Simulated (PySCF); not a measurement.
**Electron correlation in Rh¹⁷⁺ (rhodium, charge +17)**

Starting occupation: [Ar] 3d10. All numbers are calculated (PySCF 2.14, X2C-1e with screened-nucleus spin-orbit coupling, Gaussian nucleus, in an uncontracted even-tempered set (19 s from 0.54 bohr⁻², ratio 2.6; 15 p from 0.7 bohr⁻², ratio 2.6; 10 d from 0.7 bohr⁻², ratio 2.6; 6 f from 0.72 bohr⁻², ratio 2.8)). Frozen: [Ar]; 10 electrons correlated; the 100 highest virtual spinors left out.

MP2 pair energies summed by pair of shells (mhartree):

```csv
pair,energy,share (%)
3d3/2-3d5/2,-186.93,49.8
3d5/2-3d5/2,-131.70,35.1
3d3/2-3d3/2,-56.67,15.1
```

Total MP2 correlation energy: -375.30 mhartree.

The virtual space was cut to 70 spinors, which keep -368.90 of the -375.30 mhartree of MP2 correlation.

```tsv
level	correlation energy (mhartree)
CCSD	-361.29
(T)	-0.70
CCSD(T)	-361.99
```

Diagnostics: T1 = 0.00017, largest double amplitude 0.009.

Cost of the coupled-cluster step: 110 s of wall time on 1 thread of Neoverse-V1 (shared host), for 10 occupied and 70 virtual spinors.

At this charge the one-electron X2C treatment keeps the bare 1/r₁₂, with no two-electron picture change or Breit term. The effect here is smaller than on the frozen 1s shell.
